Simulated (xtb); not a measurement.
Br4Hf (SMILES [Br][Hf]([Br])([Br])[Br]), singlet, from a rough starting geometry (GFN-xTB shapes and energies of metal compounds can be far from the true ones); GFN2-xTB (xtb).

xtb was given this input:
```
$ xtb mol.xyz --gfn 2 --opt vtight --json

# file mol.xyz
5

Hf    -0.04878949     0.00409073    -0.03583901
Br     1.95716927    -0.54233239    -1.42635566
Br     0.76497478     0.29691025     2.31562411
Br    -1.00101675     2.04636784    -0.80647548
Br    -1.68889164    -1.85366688    -0.10681542
```

It wrote (shortened):

```
   ID    Z sym.   atoms
    1   72 Hf     1
    2   35 Br     2-5

           -------------------------------------------------
          |                Calculation Setup                |
           -------------------------------------------------

           -------------------------------------------------
          |                 G F N 2 - x T B                 |
           -------------------------------------------------

          ...................................................
          :                      SETUP                      :
          :.................................................:
          :  # basis functions                  50          :
          :  # atomic orbitals                  45          :
          :  # shells                           15          :
          :  # electrons                        32          :
          :  max. iterations                   250          :
          :  Hamiltonian                  GFN2-xTB          :
          :  restarted?                      false          :
          :  GBSA solvation                  false          :
          :  PC potential                    false          :
          :  electronic temp.          300.0000000     K    :
          :  accuracy                    1.0000000          :
          :  -> integral cutoff          0.2500000E+02      :
          :  -> integral neglect         0.1000000E-07      :
          :  -> SCF convergence          0.1000000E-05 Eh   :
          :  -> wf. convergence          0.1000000E-03 e    :
          :  Broyden damping             0.4000000          :
          :  net charge                          0          :
          :  unpaired electrons                  0          :
          ...................................................

 iter      E             dE          RMSdq      gap      omega  full diag
   1     -2.8627987 -0.286280E+01  0.459E+01    0.04       0.0  T
   2    -11.7527338 -0.888994E+01  0.311E+01   12.59       1.0  T
   3    -15.5970863 -0.384435E+01  0.206E+01    8.98       1.0  T
   4    -16.9995085 -0.140242E+01  0.162E+01    5.19       1.0  T
   5    -16.2575374  0.741971E+00  0.158E+01    8.05       1.0  T
   6    -16.7154541 -0.457917E+00  0.136E+01    0.71       1.0  T
   7    -17.1792741 -0.463820E+00  0.110E+01    0.94       1.0  T
   8    -17.4735985 -0.294324E+00  0.874E+00    1.10       1.0  T
   9    -18.0951188 -0.621520E+00  0.212E+00    2.23       1.0  T
  10    -18.0766112  0.185076E-01  0.409E+00    2.83       1.0  T
  11    -17.9877989  0.888123E-01  0.551E+00    3.45       1.0  T
  12    -18.0003188 -0.125199E-01  0.527E+00    3.39       1.0  T
  13    -18.0023623 -0.204347E-02  0.521E+00    3.39       1.0  T
  14    -18.0479259 -0.455636E-01  0.402E+00    3.29       1.0  T
  15    -18.0583231 -0.103971E-01  0.360E+00    3.29       1.0  T
  16    -18.0697775 -0.114545E-01  0.316E+00    3.27       1.0  T
  17    -18.0824776 -0.127001E-01  0.255E+00    3.24       1.0  T
  18    -18.0923426 -0.986503E-02  0.197E+00    3.20       1.0  T
  19    -18.1003833 -0.804069E-02  0.133E+00    3.15       1.0  T
  20    -18.1057126 -0.532934E-02  0.618E-01    3.09       1.0  T
  21    -18.1071518 -0.143920E-02  0.115E-01    3.05       1.0  T
  22    -18.1071861 -0.342342E-04  0.655E-02    3.03       1.0  T
  23    -18.1071833  0.275992E-05  0.650E-02    3.03       1.0  T
  24    -18.1072021 -0.187879E-04  0.127E-02    3.03       3.5  T
  25    -18.1072025 -0.444493E-06  0.111E-02    3.03       4.0  T
  26    -18.1072016  0.913088E-06  0.124E-02    3.03       3.6  T
  27    -18.1072024 -0.809289E-06  0.484E-03    3.04       9.2  T
  28    -18.1072026 -0.137670E-06  0.176E-03    3.04      25.4  T
  29    -18.1072026 -0.108620E-07  0.119E-03    3.04      37.6  T
  30    -18.1072026 -0.339039E-08  0.129E-04    3.04     346.8  T
  31    -18.1072026  0.408455E-09  0.363E-04    3.04     123.3  T

   *** convergence criteria satisfied after 31 iterations ***

[...]
 * total energy  :   -18.0731802 Eh     change        0.3410882E-02 Eh
 * total energy  :   -18.0772876 Eh     change       -0.4107362E-02 Eh
 * total energy  :   -18.0758417 Eh     change        0.1445916E-02 Eh
 * total energy  :   -18.0792330 Eh     change       -0.3391306E-02 Eh
 * total energy  :   -18.0792492 Eh     change       -0.1624887E-04 Eh
 * total energy  :   -18.0792729 Eh     change       -0.2363075E-04 Eh
 * total energy  :   -18.0792905 Eh     change       -0.1760258E-04 Eh
 * total energy  :   -18.0792820 Eh     change        0.8508086E-05 Eh
 * total energy  :   -18.0792940 Eh     change       -0.1203327E-04 Eh
 * total energy  :   -18.0792941 Eh     change       -0.1348354E-06 Eh
 * total energy  :   -18.0792942 Eh     change       -0.1071223E-06 Eh
 * total energy  :   -18.0792942 Eh     change       -0.2289440E-09 Eh
   *** GEOMETRY OPTIMIZATION CONVERGED AFTER 13 ITERATIONS ***
         :: total energy             -18.079294243236 Eh    ::
[...]
         6        2.0000           -0.4946074             -13.4590
         7        2.0000           -0.4946071             -13.4589
         8        2.0000           -0.4946069             -13.4589
         9        2.0000           -0.4629361             -12.5971
        10        2.0000           -0.4629356             -12.5971
        11        2.0000           -0.4629354             -12.5971
        12        2.0000           -0.4611650             -12.5489
        13        2.0000           -0.4611649             -12.5489
        14        2.0000           -0.4589708             -12.4892
        15        2.0000           -0.4589702             -12.4892
        16        2.0000           -0.4589694             -12.4892 (HOMO)
        17                         -0.3445969              -9.3770 (LUMO)
        18                         -0.3445969              -9.3770
        19                         -0.3368932              -9.1673
        20                         -0.3368929              -9.1673
        21                         -0.3368926              -9.1673
        22                         -0.1353544              -3.6832
        23                          0.0062383               0.1698
        24                          0.0062386               0.1698
        25                          0.0062389               0.1698
        26                          0.0117505               0.3197
        27                          0.0117510               0.3198
       ...                                ...                  ...
        45                          1.1657024              31.7204
      -------------------------------------------------------------
                  HL-Gap            0.1143725 Eh            3.1122 eV
             Fermi-level           -0.4017832 Eh          -10.9331 eV

     #   Z          covCN         q      C6AA      α(0)
     1  72 Hf       3.016     1.155   130.290    24.572
     2  35 Br       0.754    -0.289   192.530    22.370
     3  35 Br       0.754    -0.289   192.530    22.370
     4  35 Br       0.754    -0.289   192.530    22.370
     5  35 Br       0.754    -0.289   192.530    22.370

 Mol. C6AA /au·bohr⁶  :       4430.886639
 Mol. C8AA /au·bohr⁸  :     359015.938721
 Mol. α(0) /au        :        114.051924

Wiberg/Mayer (AO) data.
largest (>0.10) Wiberg bond orders for each atom

 ---------------------------------------------------------------------------
     #   Z sym  total        # sym  WBO       # sym  WBO       # sym  WBO
 ---------------------------------------------------------------------------
     1  72 Hf   3.561 --     2 Br   0.890     5 Br   0.890     4 Br   0.890
                             3 Br   0.890
     2  35 Br   1.134 --     1 Hf   0.890
     3  35 Br   1.134 --     1 Hf   0.890
     4  35 Br   1.134 --     1 Hf   0.890
     5  35 Br   1.134 --     1 Hf   0.890
 ---------------------------------------------------------------------------

Topologies differ in total number of bonds
Writing topology from bond orders to xtbtopo.mol

molecular dipole:
                 x           y           z       tot (Debye)
 q only:        0.000       0.000      -0.000
   full:        0.000       0.000      -0.000       0.000
molecular quadrupole (traceless):
                xx          xy          yy          xz          yz          zz
 q only:       -0.000      -0.000       0.000      -0.000       0.000      -0.000
  q+dip:       -0.000       0.000       0.000      -0.000       0.000      -0.000
   full:       -0.000       0.000       0.000      -0.000       0.000      -0.000

optimized geometry written to: xtbopt.xyz

           -------------------------------------------------
          | TOTAL ENERGY              -18.079294243236 Eh   |
          | GRADIENT NORM               0.000006302669 Eh/α |
          | HOMO-LUMO GAP               3.112234689634 eV   |
           -------------------------------------------------

normal termination of xtb
```
